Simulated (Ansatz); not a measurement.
Reaction (SMILES): B(N)([NH])O → [NH-]B(N)O (an electron is taken up)

Wanted: adiabatic electron affinity (0 K, with zero-point energies), in eV. Positive where the reaction releases energy. Conventions: open shells spin-unrestricted; non-relativistic; no dispersion term unless named; 6-311+G** with 5d; LANL2DZ all-electron up to Ne; spin-orbit terms left out; six Cartesian d functions in 6-31G* and its kin unless marked 5d; frozen cores in correlated levels. CBS marks a two-point X^-3 extrapolation of the correlation energy; Hartree-Fock from the larger set. Ab initio and DFT rows: single points at B3LYP-D3(BJ) geometries (Ansatz, a first-principles code), with unscaled harmonic terms from B3LYP/6-31G* (Ansatz) at its own minima. Anions need diffuse functions, which STO-3G, LANL2DZ, def2-SVP, cc-pVDZ and Pople sets without + lack.

Coupled cluster (Ansatz) is a level with limits of its own, used here on species with T1 under 0.025 (0.045 for open shells) and stable references: CCSD(T)/CBS(aug-cc-pVTZ,aug-cc-pVQZ).

Value to compare with, CCSD(T)/CBS(aug-cc-pVTZ,aug-cc-pVQZ) (Ansatz): 1.90 eV.

```json
[
 {"level": "B3LYP/STO-3G", "program": "Ansatz", "adiabatic electron affinity (0 K, with zero-point energies) (eV)": "-2.93", "difference": "-4.83"},
 {"level": "B3LYP/3-21G", "program": "Ansatz", "adiabatic electron affinity (0 K, with zero-point energies) (eV)": "0.36", "difference": "-1.54"},
 {"level": "B3LYP/LANL2DZ", "program": "Ansatz", "adiabatic electron affinity (0 K, with zero-point energies) (eV)": "1.29", "difference": "-0.61"},
 {"level": "B3LYP/6-31G", "program": "Ansatz", "adiabatic electron affinity (0 K, with zero-point energies) (eV)": "0.90", "difference": "-1.00"},
 {"level": "B3LYP/6-31G*", "program": "Ansatz", "adiabatic electron affinity (0 K, with zero-point energies) (eV)": "0.88", "difference": "-1.02"},
 {"level": "B3LYP/6-31+G*", "program": "Ansatz", "adiabatic electron affinity (0 K, with zero-point energies) (eV)": "1.76", "difference": "-0.14"},
 {"level": "B3LYP/6-31G**", "program": "Ansatz", "adiabatic electron affinity (0 K, with zero-point energies) (eV)": "0.88", "difference": "-1.02"},
 {"level": "B3LYP/def2-SVP", "program": "Ansatz", "adiabatic electron affinity (0 K, with zero-point energies) (eV)": "1.01", "difference": "-0.89"},
 {"level": "B3LYP/cc-pVDZ", "program": "Ansatz", "adiabatic electron affinity (0 K, with zero-point energies) (eV)": "0.95", "difference": "-0.95"},
 {"level": "B3LYP/6-311+G**", "program": "Ansatz", "adiabatic electron affinity (0 K, with zero-point energies) (eV)": "1.79", "difference": "-0.11"},
 {"level": "B3LYP/def2-TZVPD", "program": "Ansatz", "adiabatic electron affinity (0 K, with zero-point energies) (eV)": "1.75", "difference": "-0.15"}
]
```

Among the 10 habitual levels, B3LYP/STO-3G lies farthest from CCSD(T)/CBS(aug-cc-pVTZ,aug-cc-pVQZ) (Ansatz) (-4.83 eV); 0 of 10 lie above it, and their mean absolute difference is 1.21 eV, the median 0.97. One case shows no general order.

The sets are all those run for this method; left out are runs that failed, that the program found above a lower state of the same kind, or whose <S^2> lies over 0.5 above the pure value.
